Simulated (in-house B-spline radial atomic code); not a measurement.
## Cu⁵⁺: [Ne] 3s2 3p4 3d7 4s1 (an excited or competing configuration)

Level of theory: non-relativistic Hartree-Fock, average of configuration, point nucleus; calculated with a radial B-spline atomic code at the basis-set limit.

Screening seen three ways: the hydrogenic charge with the same mean radius, Z_r = [3n² - l(l+1)]/(2<r>), the one with the same energy, Z_e = n√(-2ε), and Slater's rules.

| shell | electrons | ε (eV) | <r> (bohr) | Z_r | Z_e | Slater |
| --- | --- | --- | --- | --- | --- | --- |
| 1s | 2 | -9070.9 | 0.05287 | 28.37 | 25.82 | 28.70 |
| 2s | 2 | -1230.7 | 0.2372 | 25.30 | 19.02 | 24.85 |
| 2p | 6 | -1089.1 | 0.2076 | 24.09 | 17.89 | 24.85 |
| 3s | 2 | -240.09 | 0.6921 | 19.51 | 12.60 | 18.45 |
| 3p | 4 | -197.25 | 0.7061 | 17.70 | 11.42 | 18.45 |
| 3d | 7 | -119.72 | 0.7323 | 14.34 | 8.90 | 10.90 |
| 4s | 1 | -70.835 | 1.783 | 13.46 | 9.13 | 7.95 |

The least bound orbital is 4s at -70.84 eV, and it is also the most diffuse (<r> = 1.783 bohr).
